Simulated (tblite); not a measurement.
Species: C6H5FNO (doublet state).
Atom-mapped SMILES: `[H]/[N:9]=[C:8]/[C:7]1=[CH:6][C@@:4]1([C:2]([CH3:1])=[O:3])[F:5]` (hydrogens: H10, H11, H12 on C1; H13 on C6; H14 on N9)
Bond orders are those of one Lewis drawing.

Computed with GFN2-xTB (tblite), gas phase: L-BFGS steps from a force-field or distance-geometry start until the largest atomic force falls under 0.01 eV/Å.

Geometry at step 7:
```
atom  x, y, z in Å
C1     -1.9951    0.9612    0.6635
C2     -0.9462    0.4050   -0.2795
O3     -0.7873    0.8164   -1.4168
C4     -0.1313   -0.7333    0.1743
F5     -0.2150   -0.9620    1.5203
C6      0.2964   -1.7882   -0.7209
C7      1.3119   -0.9631   -0.4584
C8      2.3593   -0.1479   -0.6492
N9      3.1165    0.5630    0.0035
H10    -2.9026    1.1961    0.0988
H11    -2.2427    0.3036    1.5000
H12    -1.6713    1.9189    1.0846
H13    -0.1002   -2.6419   -1.1820
H14     3.9069    1.0716   -0.3603
```

Problem. What forces act on the atoms?

Solution. 
| atom | Fx (eV/Å) | Fy (eV/Å) | Fz (eV/Å) |
| --- | --- | --- | --- |
| C1 | -0.152 | 0.180 | 0.057 |
| C2 | -0.202 | 0.333 | -0.576 |
| O3 | -0.232 | 0.113 | 0.402 |
| C4 | 0.340 | 0.610 | 0.272 |
| F5 | -0.068 | -0.308 | 0.399 |
| C6 | 0.105 | -0.339 | -0.079 |
| C7 | -0.266 | 0.700 | -0.264 |
| C8 | -0.346 | -0.098 | 0.887 |
| N9 | 0.393 | -0.562 | -0.378 |
| H10 | 0.171 | -0.173 | -0.026 |
| H11 | 0.190 | -0.023 | -0.276 |
| H12 | 0.226 | -0.199 | -0.116 |
| H13 | 0.084 | -0.478 | -0.200 |
| H14 | -0.245 | 0.244 | -0.103 |

The largest, 0.96 eV/Å, acts on C8; the rms over all components is 0.330 eV/Å. The forces sum to zero within rounding, as they must for an isolated molecule in no field.

Problem. Give the force on C8 in Eh/bohr and in nN.

Solution. 0.957 eV/Å ÷ 51.422 = 0.01861 Eh/bohr, and 0.957 eV/Å × 1.602 = 1.53 nN.

Problem. How far is this geometry from the end of the optimisation?

Solution. 0.403 eV above it, and 0.388 Å rms away after alignment. The bonds farthest from their final lengths, with half the difference of the two atoms' forces along the bond (positive lengthens):

```json
{"bond": "C4–C7", "now (Å)": "1.592", "final (Å)": "1.528", "force along bond (eV/Å)": "-0.17"}
{"bond": "C7–C8", "now (Å)": "1.341", "final (Å)": "1.308", "force along bond (eV/Å)": "-0.36"}
{"bond": "C6=C7", "now (Å)": "1.335", "final (Å)": "1.361", "force along bond (eV/Å)": "+0.16"}
{"bond": "C2–C4", "now (Å)": "1.472", "final (Å)": "1.495", "force along bond (eV/Å)": "+0.17"}
{"bond": "C4–F5", "now (Å)": "1.368", "final (Å)": "1.388", "force along bond (eV/Å)": "+0.15"}
{"bond": "C1–C2", "now (Å)": "1.516", "final (Å)": "1.501", "force along bond (eV/Å)": "+0.15"}
```

The angle farthest from its final value is C7–C8–N9, 139.4° against 163.7°.

Of the 6 listed bonds off by 0.010 Å or more, this force points towards the final length in 5.

The cost below is that of the whole relaxation. Time: 0.5 s wall. Hardware: one thread, Arm Neoverse V2 (aarch64), no GPU, shared host with 96 logical CPUs at a one-minute load of 30.
